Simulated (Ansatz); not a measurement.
`[OH2+][Cu-][Cl]`. The species carries charge 0 and has multiplicity 1. Geometry: relaxed with PBE0-D4/def2-TZVP. It is one conformer, not always the lowest.

```xyz
5

O     0.412   -0.944    0.181
Cu   -0.107    0.932   -0.020
Cl   -0.675    2.911   -0.243
H     0.548   -1.422   -0.642
H    -0.178   -1.477    0.724
```

(1) What is the dipole moment at r2SCAN/def2-TZVPP? (An estimate is asked.)

(2) And with PBE, B3LYP, ωB97M-V? (Estimate.)

(3) Give the Mulliken charges with r2SCAN, ωB97M-V, PBE in def2-TZVPP. (Estimate.)

Results:

(1) Computed: 8.15 D, with components (1.10, -8.07, 0.26) D in this frame, pointing from negative to positive charge.

(2) Computed: PBE 7.87 D, B3LYP 8.20 D, ωB97M-V 8.44 D.

(3) Computed: 
| atom | r2SCAN | ωB97M-V | PBE |
| --- | --- | --- | --- |
| O1 | -0.29 | -0.26 | -0.23 |
| Cu2 | 0.22 | 0.22 | 0.15 |
| Cl3 | -0.44 | -0.42 | -0.40 |
| H4 | 0.25 | 0.23 | 0.24 |
| H5 | 0.25 | 0.23 | 0.24 |

B3LYP here is the variant with VWN-RPA as its local correlation; programs differ in this.
